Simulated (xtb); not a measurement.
C2H5I, charge +1, doublet, geometry from GFN2-xTB (a state made from the parent by changing its charge; the spin is typed, not shown lowest). Base run: GFN2-xTB (xtb 6.7.1).

The xtb input:
```
$ xtb mol.xyz --gfn 2 --chrg 1 --uhf 1 --json

# file mol.xyz
8

C     -2.47872317    -0.30698683    -0.18935188
C     -1.15697557    -0.96081758    -0.39560285
I      0.61070332     0.21044122     0.09731135
H     -2.64557368    -0.00101957     0.84919800
H     -3.26426753    -1.00780463    -0.47616182
H     -2.59703766     0.61002780    -0.77682678
H     -1.04755767    -1.88176413     0.19730031
H     -0.99864680    -1.26599750    -1.44128263
```

Variants of this job, named by their change:

```json
[
 {"change": "base", "ΔE vs base (kcal/mol)": "0.000", "G_solv (kcal/mol)": "-", "SCF cycles": "17"},
 {"change": "alpb = acetone", "ΔE vs base (kcal/mol)": "-55.05", "G_solv (kcal/mol)": "-56.54", "SCF cycles": "19"},
 {"change": "gbsa = thf", "ΔE vs base (kcal/mol)": "-53.47", "G_solv (kcal/mol)": "-55.34", "SCF cycles": "19"},
 {"change": "etemp = 5000", "ΔE vs base (kcal/mol)": "-15.81", "G_solv (kcal/mol)": "-", "SCF cycles": "12"}
]
```

ALPB and GBSA are two models with their own fitted parameters for each solvent, which aren't always the measured dielectric constant.
